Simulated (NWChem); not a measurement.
# N$_{2}$H$_{3}$, doublet; SMILES [NH]N

Results from NWChem. Pople sets run with spherical d functions. Spin-unrestricted. No stability test was run on the SCF state. Each level has its own optimisation; frequencies are unscaled. Brackets give each atom's bonded neighbours.

For level B3LYP/6-31+G*:

```yaml
r N–N (Å): 1.356
r H–N [H(N)–N(HN)] (Å): 1.027
lowest (cm⁻¹): 596
dipole (D): 2.84
```

### Question
How do the values read with level B3LYP/STO-3G instead?

### Answer
r N–N (Å): 1.455
r H–N [H(N)–N(HN)] (Å): 1.093
lowest (cm⁻¹): 637
dipole (D): 2.18
